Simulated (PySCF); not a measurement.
C2H3BN2Se.
Bonds: N1–C2 (triple), C2–B3, B3–N4, N4–C5 (triple), C5–Se6. Hydrogens: H7, H8 on B3; H9 on Se6.

Method used: PBE0-D3(BJ)/def2-SVP geometry optimisation, gas phase in PySCF.

Question: Give the optimised bond lengths and angles.

Answer: 
```csv
bond,length (bohr),order
N1≡C2,2.192,triple
C2–B3,2.978,single
B3–N4,2.920,single
N4≡C5,2.179,triple
C5–Se6,3.447,single
"B3–H7, B3–H8",2.304,single
Se6–H9,2.787,single
```

Bonds in one row agree within 0.02 bohr and their mean is given. Orders are formal, as drawn. A selection of angles:
```csv
angle,degrees
N1–C2–B3,179.4
C2–B3–N4,106.1
C2–B3–H7,112.6
N4–B3–H7,106.1
H7–B3–H8,112.6
B3–N4–C5,179.0
N4–C5–Se6,177.3
C5–Se6–H9,91.6
```

Se6 (selenium bonded to C and H) is bent (angle 91.6°). B3 (four-coordinate boron) is tetrahedral (angles from 106.1° to 112.7°). The 6 heavy atoms lie in one plane (0.000 Å rms).

Point group: Cs (every atom within 0.08 Å of its image). Not checked by PBE0-D3(BJ)/def2-SVP frequencies.

Time: 35 s of wall time; peak memory 0.47 GiB. Hardware: one thread, Arm Neoverse V2 (aarch64), shared host. That covers the optimisation of the geometry.
